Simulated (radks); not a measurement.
Removal energies from the calcium ion Ca6+, [Ne] 3s2 3p(1/2: 2, 3/2: 0), by Delta-SCF beside the eigenvalue of the level emptied. Method: Dirac Kohn-Sham, PBE, spin-unpolarised, spherical densities, finite nucleus; Fermi nuclear charge, rms radius of each element as measured or else 0.836 A^(1/3) + 0.57 fm; computed with a radial shooting solver on a logarithmic mesh with Libxc functionals. Sub-shells are occupied by j as written (lower j first in brackets).

| removed from | final configuration | Delta-SCF (eV) | -eigenvalue (eV) |
|---|---|---|---|
| 3p1/2 | [Ne] 3s2 3p(1/2: 1, 3/2: 0) | 126.30 | 116.11 |
| 3s1/2 | [Ne] 3s1 3p(1/2: 2, 3/2: 0) | 147.06 | 136.62 |
| 2p3/2 | [He] 2s2 2p(1/2: 2, 3/2: 3) 3s2 3p(1/2: 2, 3/2: 0) | 471.19 | 440.88 |
| 2p1/2 | [He] 2s2 2p(1/2: 1, 3/2: 4) 3s2 3p(1/2: 2, 3/2: 0) | 475.13 | 444.62 |
